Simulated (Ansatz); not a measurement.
Ideal-gas functions of CH$_{4}$FNbOS, SMILES `[CH3][Nb]([OH])([F])=[S]` at 298.15 K and 1 bar, from an Ansatz frequency run at PBE0-D4/def2-TZVP.

Molar mass 176.01 g/mol, point group C1 (symmetry number 1), electronic degeneracy 1, moments of inertia 182.851, 250.657, 255.872 u Å². Harmonic wavenumbers (cm⁻¹, unscaled): 128, 158, 165, 172, 183, 195, 402, 519, 541, 562, 570, 631, 697, 757, 1186, 1406, 1412, 3025, 3117, 3137, 3910.

Use S(trans) = R[1.5 ln M + 2.5 ln T − 1.1517]; rotational temperatures θ = 24.2544 K / I; S(rot) = R[ln(√π/σ · √(T³/θAθBθC)) + 1.5]; for each mode x = 1.438777 ν̃/T, S = R[x/(eˣ − 1) − ln(1 − e⁻ˣ)] and H = RT x/(eˣ − 1); 1 cm⁻¹ = 0.0119627 kJ/mol; R = 8.31446 J/(mol·K).

Problem. By hand: the entropy, in J/(mol·K).

Solution. Translation 173.3. Rotation: θ = 0.1326, 0.0968, 0.0948 K, giving 116.2. Vibration, mode by mode: 12.45, 10.77, 10.43, 10.10, 9.61, 9.12, 4.00, 2.56, 2.36, 2.18, 2.11, 1.67, 1.30, 1.03, 0.18, 0.07, 0.07, 0.00, 0.00, 0.00, 0.00, in all 80.0. Electronic 0.0. Sum 369.5 J/(mol·K).

Problem. By hand: H − E and G − E in kJ/mol, counted from the electronic energy.

Solution. Zero-point energy ½ × 22873 × 0.0119627 = 136.8; thermal vibration 13.5; translation, rotation and pV give 4 RT = 9.9. H − E = 160.2 kJ/mol, and G − E = 160.2 − 298.15 × 369.5/1000 = 50.0 kJ/mol.

Vibration gives 22 % of the entropy, 12.5 J/(mol·K) of it from the mode under 150 cm⁻¹: soft modes count most, and the harmonic formula is weakest for them. The sum counts one conformer and one mirror image; others add a mixing term.
